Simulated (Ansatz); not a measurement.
FH3SSi2 (`F[SiH]1[SiH2]S1`), relaxed with RKS PBE0-D4/def2-TZVP in Ansatz from a PBE-D4/def2-SVP geometry. The force threshold is 0.005 eV/Å; the program also tests the step.

Total charge 0; spin multiplicity 1.

Start:

```xyz
7

F     0.259   -2.142    1.057
Si   -0.389   -1.035    0.035
Si    0.221    1.136    0.124
S     0.930   -0.233   -1.459
H    -1.685   -1.608   -0.445
H     1.295    1.611    1.057
H    -0.630    2.270   -0.370
```

| step | energy (eV) | largest force (eV/Å) | largest move (Å) |
| --- | --- | --- | --- |
| 1 | -29347.9648 | 1.181 | 0.000 |
| 2 | -29348.0107 | 0.733 | 0.025 |
| 3 | -29348.0236 | 0.067 | 0.024 |
| 4 | -29348.0239 | 0.042 | 0.017 |
| 5 | -29348.0241 | 0.014 | 0.007 |
| 6 | -29348.0242 | 0.005 | 0.001 |
| 7 | -29348.0242 | 0.002 | 0.003 |

End:

```xyz
7

F     0.246   -2.114    1.030
Si   -0.382   -1.030    0.043
Si    0.219    1.123    0.123
S     0.917   -0.231   -1.429
H    -1.660   -1.587   -0.441
H     1.283    1.599    1.037
H    -0.624    2.240   -0.364
```

It took 22 s on 2 threads of an Arm Neoverse V2 on a shared host, with 0.37 GiB of host memory at the peak.
